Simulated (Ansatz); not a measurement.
Gas-phase electronic energies from Ansatz, PBE0-D4/def2-TZVP geometries. CCSD(T)/CBS adds triple-zeta CCSD(T) − MP2 to the extrapolated MP2 energy (def2 sets, frozen cores). This one scheme is used for every species. DFT in def2-TZVPP. For Br outer-core shells are correlated without core-valence functions, which leaves a few kJ/mol of doubt a bond. Scalar relativity is left out up to krypton. Each species was taken in one conformer, which may not be the lowest.

`[SH][Al]([Cl])[Br]` + H₂ → `[SH][AlH][Br]` + HCl  (hydrogenolysis of the Al–Cl bond)

CCSD(T)/CBS gives +1.44 eV.

**Question.** Another level gave +1.36 eV. Which?
A. r2SCAN0-D4/def2-TZVPP
B. CCSD/def2-TZVPP
C. PBE0-D4/def2-TZVPP
D. HF/def2-TZVPP

**Answer.** B. CCSD/def2-TZVPP 1.36, r2SCAN0-D4 1.47, PBE0-D4 1.40, HF/def2-TZVPP 1.31 eV.

Largest T1 diagnostic among the species: 0.009.

The D4 term adds +0.08 eV with B3LYP and +0.04 eV with PBE0; it sums over pairs of atoms, weighted by their polarisabilities, and B3LYP, whose exchange is more repulsive, gets the larger term. Leaving LDA and LC-ωPBE aside and taking each functional with its dispersion term where it has one, the values, not all of them listed here, spread over 0.14 eV, from B97M-V to r2SCAN-D4. At CCSD(T), def2-SVP lies −0.10 eV from the extrapolated value and def2-TZVPP −0.05 eV.

B3LYP here is the variant with VWN-RPA as its local correlation; programs differ in this.
